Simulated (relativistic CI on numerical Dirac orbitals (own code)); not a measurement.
Electric-dipole transitions in Co XXVI

Computed by Dirac-Coulomb-Breit CI, separate exchange-only KLI orbitals for each configuration, model QED, unscaled Slater integrals (own radial code, finite nucleus).

Configuration list: 1s2, 1s.2s, 1s.2p, 1s.3s, 1s.3p, 1s.3d, 1s.4s, 1s.4p, 1s.4d, 1s.4f, 1s.5s, 1s.5p, 1s.5d, 1s.5f, 1s.5g, 1s.6s, 1s.6p, 1s.6d. Levels of other configurations are missing.

```tsv
λ vac (Å)	Lower	Upper	A (s⁻¹)	E lower (Ry)	E upper (Ry)
1.7122	1s2 1S_0 [1]	1s.2p 1P°_1 [7]	5.36e+14	0.000	532.213
7.1059	1s.2p 3P°_2 [6]	1s.4d 3D_3 [26]	9.64e+12	530.813	659.054
9.2451	1s.2s 3S_1 [2]	1s.3p 3P°_2 [12]	1.01e+13	527.129	625.696
9.2812	1s.2s 3S_1 [2]	1s.3p 3P°_1 [11]	9.30e+12	527.129	625.313
9.4274	1s.2p 3P°_0 [3]	1s.3d 3D_1 [14]	1.68e+13	529.365	626.027
9.4433	1s.2p 3P°_1 [4]	1s.3d 3D_1 [14]	1.14e+13	529.528	626.027
9.4439	1s.2p 3P°_1 [4]	1s.3d 3D_2 [13]	2.18e+13	529.528	626.020
9.5569	1s.2p 3P°_2 [6]	1s.3d 3D_3 [16]	2.99e+13	530.813	626.165
9.6969	1s.2p 1P°_1 [7]	1s.3d 1D_2 [17]	2.53e+13	532.213	626.188
18.928	1s.3d 3D_3 [16]	1s.5f 3F°_4 [44]	2.08e+12	626.165	674.309
26.636	1s.3s 3S_1 [8]	1s.4p 3P°_2 [22]	1.33e+12	624.648	658.860
27.056	1s.3p 3P°_1 [11]	1s.4d 3D_2 [23]	2.35e+12	625.313	658.994
27.318	1s.3p 3P°_2 [12]	1s.4d 3D_3 [26]	3.20e+12	625.696	659.054
27.579	1s.3d 3D_2 [13]	1s.4f 3F°_3 [27]	5.85e+12	626.020	659.062
27.582	1s.3d 3D_1 [14]	1s.4f 3F°_2 [28]	5.32e+12	626.027	659.065
27.628	1s.3p 1P°_1 [15]	1s.4d 1D_2 [29]	2.82e+12	626.082	659.065
27.673	1s.3d 3D_3 [16]	1s.4f 3F°_4 [30]	6.30e+12	626.165	659.094
27.691	1s.3d 1D_2 [17]	1s.4f 1F°_3 [31]	5.98e+12	626.188	659.096
58.568	1s.4p 3P°_1 [21]	1s.5d 3D_2 [37]	4.92e+11	658.698	674.257
59.066	1s.4p 3P°_2 [22]	1s.5d 3D_3 [40]	6.70e+11	658.860	674.288
59.565	1s.4d 3D_2 [23]	1s.5f 3F°_3 [41]	1.09e+12	658.994	674.292
59.568	1s.4d 3D_1 [24]	1s.5f 3F°_2 [42]	9.94e+11	658.996	674.294
59.657	1s.4p 1P°_1 [25]	1s.5d 1D_2 [43]	5.99e+11	659.019	674.294
59.737	1s.4d 3D_3 [26]	1s.5f 3F°_4 [44]	1.18e+12	659.054	674.309
59.768	1s.4f 3F°_3 [27]	1s.5g 3G_4 [45]	1.88e+12	659.062	674.309
59.775	1s.4f 3F°_2 [28]	1s.5g 3G_3 [46]	1.79e+12	659.065	674.310
59.777	1s.4d 1D_2 [29]	1s.5f 1F°_3 [47]	1.12e+12	659.065	674.310
59.855	1s.4f 3F°_4 [30]	1s.5g 3G_5 [48]	1.94e+12	659.094	674.319
59.861	1s.4f 1F°_3 [31]	1s.5g 1G_4 [49]	1.89e+12	659.096	674.319
108.81	1s.5p 3P°_2 [36]	1s.6d 3D_3 [58]	2.01e+11	674.189	682.564
```

Terms are leading LS components. Brackets give the number of a level in order of energy, since labels repeat. The list gives strong lines, with weight on those to low levels, without lines whose two gauges differ by over a factor of 2.5. Levels whose partners in the same complex of configurations lie outside the list can be far off, and so can their lines. Rates are taken at the computed energies, electric ones in the length gauge.

At this charge energies of transitions that change n are usually good to better than 1 %, and those within a shell (Δn = 0) to a few per cent.

Question: From the table, what is the radiative lifetime of 1s.4d 3D_3?

Answer: The listed rates from this level add up to about 1.28e+13 s⁻¹, 100 % of its decay; with all channels τ = 7.78e-14 s.

LS names give the leading component of a level, which can be under half, so a name can repeat, a term be missing and a line seem to break the LS rules.
